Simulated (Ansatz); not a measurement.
Cost against result

Saddle point of BH5SO2, closed shell (BH₃SO₂ ([OH][B]([OH])[SH]) + H₂ → BH₃O₂ ([OH][BH][OH]) + H₂S; bonds formed: B1–H6, S2–H5; bonds broken: B1–S2, H5–H6), PBE0-D4/def2-TZVP structure:

B1  (-0.124, -0.375, 0.119)
S2  (0.893, 1.419, -0.612)
O3  (-1.387, -0.092, 0.578)
O4  (0.109, -1.424, -0.746)
H5  (0.949, 0.388, 0.718)
H6  (0.649, -0.432, 1.232)
H7  (0.036, 2.219, 0.040)
H8  (-2.050, -0.321, -0.079)
H9  (0.924, -1.381, -1.248)
(Å)

Barriers are electronic and count from the start structure reached by relaxing down the imaginary mode.

Ansatz 0.2.0; basis: as named in each row; cores frozen in the correlated methods. B3LYP uses VWN-RPA correlation. Extrapolation: Hartree–Fock as exp(−7.88 √X), correlation as X^−2.97.

Times are rough, for one single point on 4 threads of a shared host (AMD EPYC).

The estimate by CCSD(T) at an estimated basis limit (MP2 extrapolated from triple and quadruple zeta, plus CCSD(T) − MP2 in triple zeta) is 210.4 kJ/mol.

| method | basis | time (s) | barrier (kJ/mol) | method less estimate |
| --- | --- | --- | --- | --- |
| HF | STO-3G | under 1 | 418.1 | 207.7 |
| PBE-D4 | STO-3G | under 1 | 300.7 | 90.2 |
| SPW92 | def2-SVP | under 1 | 126.9 | -83.6 |
| B3LYP-D4 | 6-31G | 1 | 225.4 | 14.9 |
| PBE-D4 | def2-SVP | 1 | 159.0 | -51.5 |
| PBE0-D4 | def2-SVP | 1 | 174.6 | -35.9 |
| SPW92 | def2-TZVPP | 2 | 137.7 | -72.7 |
| BLYP-D4 | def2-TZVPP | 2 | 191.7 | -18.7 |
| PBE-D4 | def2-TZVPP | 2 | 169.5 | -41.0 |
| BHLYP-D4 | def2-TZVPP | 3 | 219.8 | 9.4 |
| PBE0-D4 | def2-TZVPP | 4 | 183.9 | -26.5 |
| CCSD(T) | def2-SVP | 4 | 214.1 | 3.6 |
| B3LYP-D4 | def2-TZVPP | 4 | 201.3 | -9.1 |
| wB97M-V | def2-SVP | 4 | 190.1 | -20.4 |
| CAM-B3LYP-D4 | def2-TZVPP | 4 | 207.6 | -2.8 |
| r2SCAN-D4 | def2-TZVPP | 4 | 182.6 | -27.9 |
| r2SCAN0-D4 | def2-TZVPP | 5 | 192.4 | -18.1 |
| B2PLYP | def2-TZVPP | 6 | 208.5 | -1.9 |
| PBE-QIDH | def2-TZVPP | 6 | 199.7 | -10.7 |
| RPA on PBE | def2-TZVPP | 6 | 211.5 | 1.1 |
| B97M-V | def2-TZVPP | 8 | 194.9 | -15.5 |
| wB97M-V | def2-TZVPP | 8 | 204.6 | -5.8 |
| wB97X-V | def2-TZVPP | 9 | 208.4 | -2.1 |
| MP2 | def2-QZVPP | 22 | 208.5 | -1.9 |
| CCSD(T) | def2-TZVPP | 77 | 211.3 | 0.9 |

All methods are single points on the PBE0-D4 structures.

T1 diagnostic: at most 0.013.

Labels in which every atom is bracketed show which atoms are joined, not bond orders.
